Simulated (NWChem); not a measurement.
System: GeHOI, singlet; SMILES [OH][Ge][I]

```xyz
4

Ge     0.4003     1.3673     0.0000
I     -0.0180    -1.1638     0.0000
O     -1.3072     1.8849     0.0000
H     -1.3993     2.8472     0.0000
```
Atoms are numbered in this order, from 1.

All runs: NWChem. Medium grid unless said otherwise, to which SCAN and Minnesota functionals are sensitive. Low-valent species are run as closed-shell singlets; no triplet was tried in these runs. Geometry: optimised at PBE0/def2-SVP. def2 effective core potentials on I; no spin-orbit coupling.

### Question
Predict the results for SCAN/def2-SVP. Quantities: highest occupied level (eV); orbital gap (eV); dipole (D).

### Answer
```
Quantity                     Result
---------------------------  ------
highest occupied level (eV)   -6.35
orbital gap (eV)               3.17
dipole (D)                     3.16
```
